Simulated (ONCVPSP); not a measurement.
**Logarithmic derivatives: P (Z = 15), ONCV**

phosphorus, optimised norm-conserving Vanderbilt (ONCV), made with ONCVPSP 4.0.1 (PBE, scalar-relativistic). Core [Ne], reference 3s2 3p2.5 (charge +0.5). Waves: 3s: rc 1.40 bohr, ncon 3, nbas 6, qcut 4.7 1/bohr, 2 projectors, debl 2.7 Ha; 3p: rc 1.25 bohr, ncon 3, nbas 7, qcut 6.4 1/bohr, 2 projectors, debl 1.5 Ha; d scattering state at 0.02 Ha: rc 1.50 bohr, ncon 5, nbas 8, qcut 6.3 1/bohr, 2 projectors, debl 0.6 Ha. Local part: polynomial inside 1.00 bohr (lpopt 2, dvloc0 6 Ha). Core correction: Teter function, fcfact 3.25, rcfact 1.7.

The phase is arctan(r·R′/R) of the radial function R(r), unwrapped; energies in Ha, scanned from -2 to 5 Ha. A pole is an energy at which the radial function vanishes at the test radius. The pseudo phase is shifted by a multiple of π to meet the all-electron one at the reference energy, and phase errors are pseudo minus all-electron; the curves can meet again beyond the range given. Levels narrower than the energy grid can be missing from the lists of poles.

Question: For each channel, where are the poles, and over which energies does the pseudopotential scatter like the atom?

Answer:

```csv
channel,radius (bohr),reference energy (Ha),"poles, all-electron","poles, pseudo",unbroken range about the reference energy with phases within 0.05 rad,phase error 1 Ha above the reference energy (rad)
s,1.42,-0.68,3.49,3.47,the whole range,-0.000
p,1.27,-0.36,none,none,the whole range,+0.000
d,1.53,0.02,2.83,2.83,the whole range,+0.000
```

Note: ghosts flagged at negative energy: p at -1145.3 eV; GHOST(+) flags only above 600 eV. A true bound ghost makes a file unfit for plane-wave use.

Phases in the d channel:

```
E (Ha)  all-electron  pseudo
 -1.98         1.092   1.092
 -1.80         1.061   1.061
 -1.62         1.025   1.025
 -1.44         0.981   0.981
 -1.26         0.929   0.929
 -1.08         0.865   0.865
 -0.90         0.785   0.785
 -0.72         0.685   0.685
 -0.54         0.556   0.556
 -0.36         0.392   0.392
 -0.18         0.187   0.187
  0.00        -0.052  -0.052
  0.18        -0.305  -0.305
  0.36        -0.544  -0.544
  0.54        -0.747  -0.747
  0.72        -0.910  -0.910
  0.90        -1.038  -1.038
  1.08        -1.140  -1.140
  1.26        -1.221  -1.221
  1.44        -1.286  -1.286
  1.62        -1.341  -1.341
  1.80        -1.388  -1.388
  1.98        -1.428  -1.428
  2.16        -1.464  -1.464
  2.34        -1.495  -1.496
  2.52        -1.525  -1.525
  2.70        -1.552  -1.552
  2.88        -1.578  -1.579
  3.06        -1.604  -1.604
  3.24        -1.629  -1.630
  3.42        -1.654  -1.655
  3.60        -1.681  -1.682
  3.78        -1.709  -1.711
  3.96        -1.739  -1.742
  4.14        -1.773  -1.776
  4.32        -1.811  -1.816
  4.50        -1.856  -1.864
  4.68        -1.910  -1.922
  4.86        -1.979  -1.996
```
